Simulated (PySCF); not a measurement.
Compound: C₉H₈ClN.
Bonds: C1–N2, N2–C3 (aromatic), C3–C4 (aromatic), C4–C5 (aromatic), C5–C6 (aromatic), C6–C7 (aromatic), C7–C8 (aromatic), C8–C9 (aromatic), C9–Cl10, C9–C11 (aromatic), N2–C11 (aromatic), C5–C11 (aromatic). Hydrogens: H12, H13, H14 on C1; H15 on C3; H16 on C4; H17 on C6; H18 on C7; H19 on C8.

Level of theory: PBE0-D3(BJ)/def2-SVP geometry optimisation, gas phase in PySCF 2.14.0.

Some entries are withheld. Bonds in one row agree within 0.01 Å.

```csv
coordinate,value
C1–N2,1.443 Å
N2–C3,1.376 Å
C3–C4,1.369 Å
C4–C5,1.430 Å
C5–C6,1.404 Å
C6–C7,1.384 Å
C7–C8,1.406 Å
C8–C9,1.387 Å
C9–Cl10,?
C9–C11,?
N2–C11,1.376 Å
C5–C11,?
"C1–H12, C1–H13, C1–H14",1.099 Å
C3–H15,1.089 Å
C4–H16,1.087 Å
C6–H17,1.092 Å
C7–H18,1.092 Å
C8–H19,1.091 Å
C1–N2–C3,?
C1–N2–C11,127.9°
C3–N2–C11,?
N2–C3–C4,110.8°
C3–C4–C5,106.5°
C4–C5–C6,133.1°
C4–C5–C11,106.7°
C6–C5–C11,120.2°
C5–C6–C7,119.0°
C6–C7–C8,120.9°
C7–C8–C9,121.0°
C8–C9–Cl10,?
C8–C9–C11,119.1°
Cl10–C9–C11,122.1°
N2–C11–C9,132.5°
N2–C11–C5,107.8°
```

Problem. Fill in the missing values.

Solution. 
- C9–Cl10 = 1.741 Å, drawn single (aromatic C–Cl carbon to aryl chlorine); 0.01 Å below the sum of covalent radii, 1.75 Å.
- C9–C11 = 1.404 Å, aromatic (aromatic C–Cl carbon to ring-fusion aromatic carbon); 0.06 Å below the sum of covalent radii, 1.46 Å.
- C5–C11 = 1.427 Å, aromatic (both ends ring-fusion aromatic carbon); 0.03 Å below the sum of covalent radii, 1.46 Å.
- C1–N2–C3 = 123.8°, at the pyrrole-type nitrogen; the outer atoms are 2.487 Å apart.
- C3–N2–C11 = 108.2°, at the pyrrole-type nitrogen, inside a 5-membered ring; the outer atoms are 2.230 Å apart.
- C8–C9–Cl10 = 118.8°, at the aromatic C–Cl carbon; the outer atoms are 2.698 Å apart.

Radii are Cordero's, carbon taken as 0.76, 0.73 or 0.69 Å for four, three, and two or fewer neighbours.

No frequency check.
